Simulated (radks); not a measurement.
The numbers below are computed, except where a source is named.
Task: Numerical settings for neutral iron, [Ar] 3d6 4s2. Level of theory: non-relativistic Kohn-Sham, r2SCAN, spin-unpolarised, spherical densities, point nucleus; meta-GGA in the generalised Kohn-Sham scheme (a radial shooting solver on a logarithmic mesh with Libxc functionals). The defaults (mesh step 0.008 in ln r, mesh end at 40 bohr or more with all orbitals vanishing there, Anderson mixing 0.5 over 9 steps, residual threshold near 1e-9 with the energy settled to 1e-9 hartree or 1e-11 of itself, here a cap of 80 iterations) give E = -1263.448 hartree and 4s at -5.410 eV in 12 iterations. Run on one thread of a shared host, so times are rough (Arm Neoverse N1): 0.11 s of CPU time, 0.11 s wall, 12 iterations on 2669 mesh points. One setting is changed at a time: mesh step in ln r 0.05; mesh step in ln r 0.005; mesh step in ln r 0.08; mesh end (bohr) 12; mesh end (bohr) 1; residual threshold 0.1; residual threshold 1e-16; mixing 1; linear mixing, mixing 0.05; linear mixing, mixing 0.5; mixing history 3; iteration cap 5. Which runs fail to converge, and which converge to a wrong energy?

Result: Not converged within the cap: residual threshold 1e-16; linear mixing, mixing 0.05; iteration cap 5. Settled on a wrong energy, with an occupied level pushed above zero by the early mesh end: mesh end (bohr) 1 (+124 hartree). Apart from these: settings that end as converged yet miss the energy by more than 1 mhartree: mesh step in ln r 0.08 (-0.00101 hartree).
